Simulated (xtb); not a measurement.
C8H10, singlet, geometry from GFN2-xTB of the parent state; GFN1-xTB in xtb.

The xtb input:
```
$ xtb mol.xyz --gfn 1 --chrg 0 --uhf 0 --json

# file mol.xyz
18

C      2.91968377     0.09169593     0.07844801
C      1.42264823     0.03015160     0.05995341
C      0.69035620     0.65414483    -1.03610112
C     -0.68919233     0.59633661    -1.04766472
C     -1.42259562    -0.03126967    -0.06062509
C     -2.91978473    -0.08955007    -0.07715889
C     -0.69030277    -0.65528061     1.03541880
C      0.68923555    -0.59725524     1.04711285
H      3.36046027    -0.37049658    -0.81732865
H      3.28828177     1.12815315     0.10699217
H      3.32006758    -0.42760933     0.95232108
H      1.24037784     1.15406800    -1.82650014
H     -1.22498591     1.06829562    -1.87529669
H     -3.29007885    -1.12549698    -0.08139276
H     -3.35991395     0.39442598     0.80770058
H     -3.31926007     0.41044532    -0.96263240
H     -1.24027005    -1.15635911     1.82512375
H      1.22503158    -1.06926625     1.87471358
```

What the program printed (banner, timings and long lists left out):

```
   ID    Z sym.   atoms
    1    6 C      1-8
    2    1 H      9-18

           -------------------------------------------------
          |                Calculation Setup                |
           -------------------------------------------------

           -------------------------------------------------
          |                 G F N 1 - x T B                 |
           -------------------------------------------------

          ...................................................
          :                      SETUP                      :
          :.................................................:
          :  # basis functions                  52          :
          :  # atomic orbitals                  52          :
          :  # shells                           36          :
          :  # electrons                        42          :
          :  # halogen bonds                     0          :
          :  max. iterations                   250          :
          :  Hamiltonian                  GFN1-xTB          :
          :  restarted?                      false          :
          :  GBSA solvation                  false          :
          :  PC potential                    false          :
          :  electronic temp.          300.0000000     K    :
          :  accuracy                    1.0000000          :
          :  -> integral cutoff          0.2500000E+02      :
          :  -> integral neglect         0.1000000E-07      :
          :  -> SCF convergence          0.1000000E-05 Eh   :
          :  -> wf. convergence          0.2000000E-04 e    :
          :  Broyden damping             0.4000000          :
          :  net charge                          0          :
          :  unpaired electrons                  0          :
          ...................................................

 iter      E             dE          RMSdq      gap      omega  full diag
   1    -22.6266324 -0.226266E+02  0.909E+00    3.95       0.0  T
   2    -22.6545155 -0.278831E-01  0.548E+00    3.96       1.0  T
   3    -22.6551044 -0.588830E-03  0.463E-01    3.91       1.0  T
   4    -22.6562018 -0.109741E-02  0.109E-01    3.93       1.0  T
   5    -22.6562758 -0.739927E-04  0.756E-03    3.94       3.1  T
   6    -22.6562762 -0.461550E-06  0.731E-04    3.94      32.2  T
   7    -22.6562762 -0.160631E-08  0.190E-04    3.94     124.1  T
   8    -22.6562762 -0.253177E-09  0.221E-05    3.94    1068.5  T

   *** convergence criteria satisfied after 8 iterations ***

         :::::::::::::::::::::::::::::::::::::::::::::::::::::
         ::                     SUMMARY                     ::
         :::::::::::::::::::::::::::::::::::::::::::::::::::::
         :: total energy             -22.296879776901 Eh    ::
         :: gradient norm              0.104708360578 Eh/a0 ::
         :: HOMO-LUMO gap              3.935576881687 eV    ::
         ::.................................................::
         :: SCC energy               -22.656276229372 Eh    ::
         :: -> electrostatic           0.000739180565 Eh    ::
         :: repulsion energy           0.367255865825 Eh    ::
         :: dispersion energy         -0.007859413355 Eh    ::
         :: halogen bond corr.         0.000000000000 Eh    ::
         :: add. restraining           0.000000000000 Eh    ::
         :: total charge              -0.000000000000 e     ::
         :::::::::::::::::::::::::::::::::::::::::::::::::::::

           -------------------------------------------------
          |                Property Printout                |
           -------------------------------------------------

    * Orbital Energies and Occupations

         #    Occupation            Energy/Eh            Energy/eV
      -------------------------------------------------------------
         1        2.0000           -0.6614367             -17.9986
       ...           ...                  ...                  ...
         9        2.0000           -0.5484561             -14.9242
        10        2.0000           -0.5352675             -14.5654
        11        2.0000           -0.5351555             -14.5623
        12        2.0000           -0.5287075             -14.3869
        13        2.0000           -0.5191457             -14.1267
        14        2.0000           -0.5147667             -14.0075
        15        2.0000           -0.5066234             -13.7859
        16        2.0000           -0.4920837             -13.3903
        17        2.0000           -0.4848938             -13.1946
        18        2.0000           -0.4694076             -12.7732
        19        2.0000           -0.4544554             -12.3664
        20        2.0000           -0.4345143             -11.8237
        21        2.0000           -0.4112584             -11.1909 (HOMO)
        22                         -0.2666286              -7.2553 (LUMO)
        23                         -0.2437937              -6.6340
        24                         -0.1377036              -3.7471
        25                         -0.1336378              -3.6365
        26                         -0.1287556              -3.5036
        27                         -0.1030259              -2.8035
        28                         -0.0931820              -2.5356
        29                         -0.0877307              -2.3873
        30                         -0.0687145              -1.8698
        31                         -0.0634675              -1.7270
        32                         -0.0633564              -1.7240
       ...                                ...                  ...
        52                          0.6273965              17.0723
      -------------------------------------------------------------
                  HL-Gap            0.1446298 Eh            3.9356 eV
             Fermi-level           -0.3389435 Eh           -9.2231 eV

  Mulliken/CM5 charges         n(s)   n(p)   n(d)
     1C    -0.08442 -0.22668   1.007  3.077  0.000
     2C     0.00645 -0.01073   1.090  2.903  0.000
     3C    -0.04592 -0.09947   1.068  2.978  0.000
     4C    -0.03559 -0.08818   1.056  2.980  0.000
     5C     0.00645 -0.01073   1.090  2.903  0.000
     6C    -0.08442 -0.22668   1.007  3.077  0.000
     7C    -0.04592 -0.09947   1.068  2.978  0.000
     8C    -0.03559 -0.08818   1.056  2.980  0.000
     9H     0.03642  0.08720   0.964  0.000  0.000
    10H     0.03654  0.08727   0.963  0.000  0.000
    11H     0.03237  0.08456   0.968  0.000  0.000
    12H     0.02866  0.08465   0.971  0.000  0.000
    13H     0.02551  0.08137   0.974  0.000  0.000
    14H     0.03642  0.08720   0.964  0.000  0.000
    15H     0.03654  0.08727   0.963  0.000  0.000
    16H     0.03237  0.08456   0.968  0.000  0.000
    17H     0.02866  0.08465   0.971  0.000  0.000
    18H     0.02551  0.08137   0.974  0.000  0.000

Wiberg/Mayer (AO) data.
largest (>0.10) Wiberg bond orders for each atom

 ---------------------------------------------------------------------------
     #   Z sym  total        # sym  WBO       # sym  WBO       # sym  WBO
 ---------------------------------------------------------------------------
     1   6 C    3.996 --     2 C    1.027    11 H    0.985     9 H    0.974
                            10 H    0.974
     2   6 C    3.988 --     8 C    1.432     3 C    1.369     1 C    1.027
                             5 C    0.119
     3   6 C    3.994 --     4 C    1.466     2 C    1.369    12 H    0.977
                             7 C    0.127
     4   6 C    3.996 --     3 C    1.466     5 C    1.432    13 H    0.969
     5   6 C    3.988 --     4 C    1.432     7 C    1.369     6 C    1.027
                             2 C    0.119
     6   6 C    3.996 --     5 C    1.027    16 H    0.985    14 H    0.974
                            15 H    0.974
     7   6 C    3.994 --     8 C    1.466     5 C    1.369    17 H    0.977
                             3 C    0.127
     8   6 C    3.996 --     7 C    1.466     2 C    1.432    18 H    0.969
     9   1 H    1.006 --     1 C    0.974
    10   1 H    1.006 --     1 C    0.974
    11   1 H    1.004 --     1 C    0.985
    12   1 H    1.002 --     3 C    0.977
    13   1 H    1.003 --     4 C    0.969
    14   1 H    1.006 --     6 C    0.974
    15   1 H    1.006 --     6 C    0.974
    16   1 H    1.004 --     6 C    0.985
    17   1 H    1.002 --     7 C    0.977
    18   1 H    1.003 --     8 C    0.969
 ---------------------------------------------------------------------------

Topologies differ in total number of bonds
Writing topology from bond orders to xtbtopo.mol

 dipole moment from electron density (au)
     X       Y       Z
  -0.0001   0.0011   0.0007  total (Debye):    0.003

           -------------------------------------------------
          | TOTAL ENERGY              -22.296879776901 Eh   |
          | GRADIENT NORM               0.104708360578 Eh/α |
          | HOMO-LUMO GAP               3.935576881687 eV   |
           -------------------------------------------------

normal termination of xtb
```
